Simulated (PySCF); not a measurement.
Species: C₂H₅B₂F₂N.
Geometry (PBE0-D3(BJ)/def2-SVP, Å), atoms numbered from 1 in this order:
```
atom  x, y, z in Å
B1     2.558    0.651    0.154
N2     1.136    0.086    0.186
C3     0.072   -0.353    0.206
C4    -1.261   -0.909    0.204
B5    -2.426    0.150    0.042
F6    -3.631   -0.275   -0.255
F7    -2.235    1.431    0.220
H8     3.111    0.214    1.155
H9     2.442    1.868    0.163
H10    3.054    0.226   -0.881
H11   -1.347   -1.668   -0.591
H12   -1.433   -1.448    1.154
```

The closed-shell ground state was solved at several levels (PySCF, density fitting, gas phase, non-relativistic).

```json
{"level": "PBE0/pcSseg-2", "basis functions": "322", "HOMO (eV)": "-7.72", "LUMO (eV)": "-1.07", "gap (eV)": "6.65", "dipole (D)": "6.80"}
{"level": "PBE0/def2-SVPD", "basis functions": "186", "HOMO (eV)": "-7.72", "LUMO (eV)": "-1.13", "gap (eV)": "6.59", "dipole (D)": "6.73"}
{"level": "PBE0/pcSseg-1", "basis functions": "144", "HOMO (eV)": "-7.73", "LUMO (eV)": "-1.02", "gap (eV)": "6.71", "dipole (D)": "6.84"}
```

Problem. What might B3LYP/pcJ-1 (239 basis functions) give for the same quantities?

Solution. HOMO -7.56 eV, LUMO -1.31 eV, gap 6.25 eV, dipole 6.86 D.

Problem. Over all these levels, which gives the widest orbital gap and which the narrowest?

Solution. PBE0/pcSseg-1 (global hybrid, 25 % exact exchange) has the widest, 6.71 eV, and B3LYP/pcJ-1 (global hybrid, 20 % exact exchange) the narrowest, 6.25 eV. Functional and basis both differ between the two, so the spread mixes both effects.

Problem. How much does the basis alone move the frontier levels among the 3 PBE0 rows?

Solution. The HOMO by 0.01 eV and the LUMO by 0.11 eV. By rising basis size (HOMO, LUMO in eV): pcSseg-1 -7.73, -1.02; def2-SVPD -7.72, -1.13; pcSseg-2 -7.72, -1.07.

Problem. How far do the dipole and the HOMO energy spread over the levels?

Solution. The dipole runs from 6.73 to 6.86 D (mean 6.81 D) and the HOMO from -7.73 to -7.56 eV.

One conformer stands for the species.
